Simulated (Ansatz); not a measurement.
Program: Ansatz. Geometries: PBE0-D4/def2-TZVP. ΔE: electronic, gas phase. CCSD(T)/CBS adds triple-zeta CCSD(T) − MP2 to the extrapolated MP2 energy (def2 sets, frozen cores). DFT in def2-TZVPP. B3LYP here is the variant with VWN-RPA as its local correlation; programs differ in this. For Ge outer-core shells are correlated without core-valence functions, which leaves a few kJ/mol of doubt a bond. Scalar relativity is left out up to krypton. Each species was taken in one conformer, which may not be the lowest.

`N#[C][Ge]([F])([F])[F]` + `C[SiH](N)N` → `[F][GeH]([F])[F]` + `C[SiH](N)NC#N`  (redistribution)

CCSD(T)/CBS gives +0.19 eV.

Another level gave +0.23 eV. Which?
A. PBE-D4/def2-TZVPP
B. B3LYP-D4/def2-TZVPP
C. CCSD(T)/def2-TZVPP
D. HF/def2-TZVPP

C. CCSD(T)/def2-TZVPP 0.23, HF/def2-TZVPP 0.11, B3LYP-D4 0.00, PBE-D4 -0.06 eV.

Largest T1 diagnostic among the species: 0.013.

In def2-TZVPP, CCSD(T) changes the Hartree–Fock value by +0.12 eV (the triples alone add +0.01 eV) and MP2 by +0.12 eV.
